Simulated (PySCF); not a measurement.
## Electric field gradients and quadrupole coupling constants

Species: 4-cyanopiperidine, C₆H₁₀N₂.
Numbering: `[N:1]#[C:2][CH:3]1[CH2:4][CH2:5][NH:6][CH2:7][CH2:8]1` (hydrogens: H9 on C3; H10, H11 on C4; H12, H13 on C5; H14 on N6; H15, H16 on C7; H17, H18 on C8)

Structure used (GFN2-xTB), in Å, numbered top down from 1:
```
atom  x, y, z in Å
N1    -2.3559    2.6599    0.4258
C2    -1.6449    1.8377    0.0708
C3    -0.7409    0.7922   -0.3434
C4    -1.1738   -0.5541    0.2576
C5    -0.1583   -1.6338   -0.1398
N6     1.2005   -1.3138    0.2496
C7     1.6228   -0.0361   -0.2881
C8     0.6934    1.1224    0.0985
H9    -0.7750    0.7266   -1.4387
H10   -1.2133   -0.4681    1.3471
H11   -2.1697   -0.8245   -0.0973
H12   -0.4306   -2.5883    0.3155
H13   -0.1665   -1.7589   -1.2277
H14    1.2718   -1.3001    1.2633
H15    1.6501   -0.1333   -1.3786
H16    2.6373    0.1663    0.0623
H17    0.7133    1.2644    1.1827
H18    1.0309    2.0479   -0.3713
```

Field gradients from the PBE0/pcSseg-1 density (PySCF, non-relativistic), principal values in atomic units, ordered |Vxx| ≤ |Vyy| ≤ |Vzz|:

| atom | Vxx | Vyy | Vzz |
| --- | --- | --- | --- |
| N1 | 0.4777 | 0.4846 | -0.9623 |
| N6 | 0.5740 | 0.6533 | -1.2273 |

Find the asymmetry η = (Vxx − Vyy)/Vzz and the couplings χ = eQV/h (234.96 MHz × Q in barn × V in au), with Q(14N) = 0.02044 b.

```
atom               environment  nucleus     η  χzz (MHz)  χxx (MHz)  χyy (MHz)
  N1          nitrile nitrogen      14N  0.01     -4.622      2.294      2.327
  N6  secondary amine nitrogen      14N  0.06      -5.89       2.76       3.14
```

The gradient is axial or nearly so (η below 0.05) at N1. 

What is Vzz at N1 in SI units (1 au = 9.71736 × 10²¹ V/m²)?

-0.9623 au = -9.351 × 10²¹ V/m².

And the gradient at the other heavy atoms, for which no coupling is worked out here?

```tsv
atom	environment	Vzz (au)	η
C2	nitrile carbon	-0.414	0.00
C3	sp3 carbon next to a nitrile	0.160	0.06
C4	ring CH2 carbon	0.102	0.31
C5	sp3 carbon bound to nitrogen	0.174	0.59
C7	sp3 carbon bound to nitrogen	0.174	0.59
C8	ring CH2 carbon	0.102	0.31
```

What couplings would deuterons (Q(2H) = 0.00286 b) have in place of the hydrogens, at this geometry?

```csv
atom,bonded to,bond length (Å),Vzz (au),η,χzz (kHz)
H9,C3,1.098,0.2878,0.03,193
H10,C4,1.094,0.2979,0.02,200
H11,C4,1.091,0.3030,0.02,204
H12,C5,1.092,0.3004,0.04,202
H13,C5,1.095,0.2937,0.03,197
H14,N6,1.016,0.3901,0.18,262
H15,C7,1.095,0.2937,0.03,197
H16,C7,1.092,0.3001,0.04,202
H17,C8,1.094,0.2978,0.02,200
H18,C8,1.091,0.3029,0.02,204
```

One conformer (not necessarily the lowest) at the GFN2-xTB geometry, without solvent, vibrations or thermal averaging. GFN2-xTB bond lengths can be off by several hundredths of an ångström, more for odd bonds, and the gradients follow them. The basis is small and wasn't made for field gradients, so the couplings can be 20 % off.
